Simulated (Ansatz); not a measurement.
`BBBr` + `[CH3][GeH2][O]C=O` → `O=CBBr` + `B[O][GeH2][CH3]`  (redistribution)

Program: Ansatz. Geometries: PBE0-D4/def2-TZVP. ΔE: electronic, gas phase. CBS: MP2 limit from def2 TZ/QZ plus the TZ coupled-cluster correction, frozen cores. Functionals use def2-TZVPP. For Br, Ge outer-core shells are correlated without core-valence functions, which leaves a few kJ/mol of doubt a bond. Scalar relativity is left out up to krypton. One conformer a species, not always the lowest.

`BBBr`:

```xyz
6

B     0.504    0.449   -0.567
B    -0.339   -0.625    0.350
Br   -1.392    0.232    1.707
H     1.599    0.817   -0.252
H     0.027    0.941   -1.550
H    -0.401   -1.815    0.312
```

`[CH3][GeH2][O]C=O`:

Z-matrix (Å, degrees):
```
C
Ge 1 1.935
H 1 1.089 2 109.6
H 1 1.091 2 109.8 3 120.4
H 1 1.092 2 109.7 3 -120.3
O 2 1.847 1 109.4 3 -69.5
H 2 1.535 1 113.0 3 -179.4
H 2 1.532 1 114.8 3 51.2
C 6 1.315 2 115.0 1 65.3
O 9 1.204 6 125.2 2 -0.7
H 9 1.101 6 111.5 2 179.3
```

`O=CBBr`:

```xyz
6

O    -1.758   -0.204    0.133
C    -0.747    0.383   -0.180
B     0.610   -0.411   -0.053
Br    1.822    0.148    1.288
H    -0.792    1.454   -0.484
H     0.866   -1.371   -0.704
```

`B[O][GeH2][CH3]`:

```xyz
11

B    -1.270    1.164    1.096
O    -0.928    1.241   -0.195
Ge    0.209    0.181   -1.112
C     0.942   -1.203    0.033
H    -0.813    0.312    1.819
H    -2.052    1.974    1.520
H    -0.637   -0.388   -2.261
H     1.285    1.140   -1.645
H     1.622   -1.825   -0.553
H     0.147   -1.833    0.433
H     1.495   -0.763    0.863
```

```tsv
level	ΔE (kJ/mol)
PBE-D4	-75.2
SCS-MP2/def2-QZVPP	-97.6
```

(1) What does CCSD(T)/CBS give? (Estimate.)

Largest T1 diagnostic among the species: 0.014.

Answers

(1) Computed: -92.0 kJ/mol. The listed levels differ from it by 16.8, -5.6 kJ/mol.

In def2-TZVPP, CCSD(T) changes the Hartree–Fock value by −5.4 kJ/mol (the triples alone add +0.3 kJ/mol) and MP2 by −7.9 kJ/mol.
